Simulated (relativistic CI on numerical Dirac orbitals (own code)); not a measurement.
**Electric-dipole lines of Sb IV**

Computed by Dirac-Coulomb-Breit CI, orbitals from a KLI potential per configuration, model QED (radiative potential, 1s self-energy scaled to tabulated hydrogen-like ionisation energies), valence Slater integrals scaled by 0.85, P86 correlation energy added to each configuration (own radial code, finite nucleus).

CI space (outside the closed core [Kr]): 4d¹⁰5s², 4d¹⁰5s5p, 4d¹⁰5p², 4d¹⁰5s5d, 4d¹⁰5s5f, 4d¹⁰5d², 4d¹⁰5s5g, 4d¹⁰5s6s, 4d¹⁰5p5d, 4d¹⁰5s6p, 4d¹⁰4f², 4d¹⁰5s4f, 4d¹⁰4f5p, 4d¹⁰5s6d, 4d¹⁰5s7s, 4d¹⁰5f², 4d¹⁰5s7p, 4d¹⁰5p5f, 4d¹⁰5g², 4d¹⁰5p6s, 4d¹⁰5p5g, 4d⁹5s²4f, 4d¹⁰5s7d, 4d¹⁰5s8s, 4d¹⁰5s8p, 4d⁹5s²5p, 4d¹⁰5s8d, 4d¹⁰4f5d, 4d¹⁰5d5f, 4d¹⁰5d5g, 4d¹⁰4f5f, 4d¹⁰4f5g. Double excitations out of closed p, d and f shells are left out; levels of such configurations are missing from the list, as are those of other unlisted configurations, and high levels can miss mixing partners. These lack a partner that the ground configuration has and come out too high: 4d⁹5s²4f, 4d⁹5s²5p.

```
λ vac (nm)               Lower               Upper   A (s⁻¹)  E lower (cm⁻¹)  E upper (cm⁻¹)
    32.713     4d¹⁰5s² ¹S0 [1]  4d⁹5s²5p ³D°1 [87]  3.31e+09               0          305685
    33.194     4d¹⁰5s² ¹S0 [1]  4d⁹5s²5p ¹P°1 [78]  2.14e+10               0          301263
    34.026     4d¹⁰5s² ¹S0 [1]  4d¹⁰5s8p ¹P°1 [73]  1.14e+09               0          293892
    34.173     4d¹⁰5s² ¹S0 [1]  4d¹⁰5s8p ³P°1 [70]  9.63e+08               0          292630
    34.272     4d¹⁰5s² ¹S0 [1]  4d⁹5s²5p ³P°1 [67]  4.46e+08               0          291787
    37.207     4d¹⁰5s² ¹S0 [1]  4d¹⁰5p6s ³P°1 [46]  5.75e+07               0          268764
    37.746     4d¹⁰5s² ¹S0 [1]  4d¹⁰5s7p ³P°1 [43]  1.28e+08               0          264928
    37.993     4d¹⁰5s² ¹S0 [1]  4d¹⁰5s7p ¹P°1 [41]  3.59e+08               0          263209
    41.145   4d¹⁰5s5p ³P°0 [2]   4d¹⁰5s8d ³D1 [82]  8.72e+07           59803          302843
    41.508   4d¹⁰5s5p ³P°1 [3]   4d¹⁰5s8d ³D2 [83]  1.13e+08           62012          302932
    41.523   4d¹⁰5s5p ³P°1 [3]   4d¹⁰5s8d ³D1 [82]  6.31e+07           62012          302843
    42.470   4d¹⁰5s5p ³P°2 [4]   4d¹⁰5s8d ³D3 [84]  1.54e+08           67526          302984
    44.326   4d¹⁰5s5p ³P°0 [2]   4d¹⁰5s8s ³S1 [64]  1.49e+08           59803          285405
    44.625   4d¹⁰5s5p ³P°0 [2]   4d¹⁰5s7d ³D1 [59]  2.38e+08           59803          283894
    44.764   4d¹⁰5s5p ³P°1 [3]   4d¹⁰5s8s ³S1 [64]  4.46e+08           62012          285405
    52.381   4d¹⁰5s5p ³P°1 [3]   4d¹⁰5s7s ³S1 [32]  7.95e+08           62012          252923
    53.281   4d¹⁰5s5p ³P°1 [3]   4d¹⁰5s6d ³D2 [27]  9.39e+08           62012          249695
    53.314   4d¹⁰5s5p ³P°1 [3]   4d¹⁰5s6d ³D1 [26]  5.00e+08           62012          249578
    53.938   4d¹⁰5s5p ³P°2 [4]   4d¹⁰5s7s ³S1 [32]  1.37e+09           67526          252923
    54.832   4d¹⁰5s5p ³P°2 [4]   4d¹⁰5s6d ³D3 [28]  1.08e+09           67526          249902
    54.894   4d¹⁰5s5p ³P°2 [4]   4d¹⁰5s6d ³D2 [27]  2.58e+08           67526          249695
    61.742   4d¹⁰5s5p ¹P°1 [5]   4d¹⁰5s7s ¹S0 [33]  2.11e+09           93131          255095
    62.879   4d¹⁰5s5p ¹P°1 [5]   4d¹⁰5s6d ¹D2 [31]  1.56e+09           93131          252166
    81.753   4d¹⁰5s5p ³P°1 [3]   4d¹⁰5s6s ³S1 [14]  1.54e+09           62012          184332
    85.612   4d¹⁰5s5p ³P°2 [4]   4d¹⁰5s6s ³S1 [14]  2.77e+09           67526          184332
    88.617   4d¹⁰5s5p ³P°1 [3]   4d¹⁰5s5d ³D2 [11]  4.42e+09           62012          174857
    88.862   4d¹⁰5s5p ³P°1 [3]   4d¹⁰5s5d ³D1 [10]  2.50e+09           62012          174546
    93.169   4d¹⁰5s5p ³P°2 [4]   4d¹⁰5s5d ³D2 [11]  1.44e+09           67526          174857
    93.440   4d¹⁰5s5p ³P°2 [4]   4d¹⁰5s5d ³D1 [10]  1.59e+08           67526          174546
    102.76   4d¹⁰5s5p ³P°1 [3]     4d¹⁰5p² ³P2 [9]  1.05e+09           62012          159322
    107.38     4d¹⁰5s² ¹S0 [1]   4d¹⁰5s5p ¹P°1 [5]  3.72e+09               0           93131
    108.94   4d¹⁰5s5p ³P°2 [4]     4d¹⁰5p² ³P2 [9]  2.68e+09           67526          159322
    109.65   4d¹⁰5s5p ¹P°1 [5]   4d¹⁰5s6s ³S1 [14]  1.74e+07           93131          184332
    109.78   4d¹⁰5s5p ³P°1 [3]     4d¹⁰5p² ³P1 [8]  1.06e+09           62012          153105
    112.20   4d¹⁰5s5p ³P°1 [3]     4d¹⁰5p² ¹D2 [7]  2.49e+08           62012          151141
    114.67   4d¹⁰5s5p ³P°1 [3]     4d¹⁰5p² ³P0 [6]  3.72e+09           62012          149222
    116.85   4d¹⁰5s5p ³P°2 [4]     4d¹⁰5p² ³P1 [8]  1.41e+09           67526          153105
    119.60   4d¹⁰5s5p ³P°2 [4]     4d¹⁰5p² ¹D2 [7]  3.90e+08           67526          151141
    122.36   4d¹⁰5s5p ¹P°1 [5]   4d¹⁰5s5d ³D2 [11]  1.08e+07           93131          174857
    122.83   4d¹⁰5s5p ¹P°1 [5]   4d¹⁰5s5d ³D1 [10]  1.47e+07           93131          174546
    151.08   4d¹⁰5s5p ¹P°1 [5]     4d¹⁰5p² ³P2 [9]  3.19e+07           93131          159322
    157.78     4d¹⁰5p² ¹D2 [7]  4d¹⁰5s6p ¹P°1 [20]  4.18e+08          151141          214521
    172.38   4d¹⁰5s5p ¹P°1 [5]     4d¹⁰5p² ¹D2 [7]  1.41e+08           93131          151141
    178.28   4d¹⁰5s5p ¹P°1 [5]     4d¹⁰5p² ³P0 [6]  2.15e+07           93131          149222
    265.64  4d¹⁰5s6p ¹P°1 [20]   4d¹⁰5s6d ¹D2 [31]  7.42e+08          214521          252166
```

Terms are leading LS components. Brackets give the number of a level in order of energy, since labels repeat. The list gives strong lines, with weight on those to low levels, without lines whose two gauges differ by over a factor of 2.5, among the lowest 100 of 306 levels, so that lines to higher ones, which can be the strongest, are missing, and without lines across small gaps between configurations, and without 212 lines that miss the measured interval by over 3.5 %, start from a term whose rates miss tabulated ones by over 60 %, have gauges far apart or, lacking measured levels, span too small a gap for the errors found; lines with a level outside our table were not tested and can miss by more. Levels whose partners in the same complex of configurations lie outside the list can be far off, and so can their lines. Rates are taken at the computed energies, electric ones in the length gauge.

Correlation outside the listed configurations is missing or only estimated: errors of thousands of cm⁻¹ between configurations and terms are usual at this charge. Rates and lifetimes follow the computed energies and can be off by large factors. The fine structure of a lone outer electron comes out too small, for d and f at times inverted, and misplaced configurations move strength between like terms. 20 of the 20 excited levels that our extract of the measured tables holds in this range could be paired (the sources list more); they are missed by 3877 cm⁻¹ on average and 7817 at most, and levels without a partner can miss by more.

LS names give the leading component of a level, which can be under half, so a name can repeat, a term be missing and a line seem to break the LS rules.
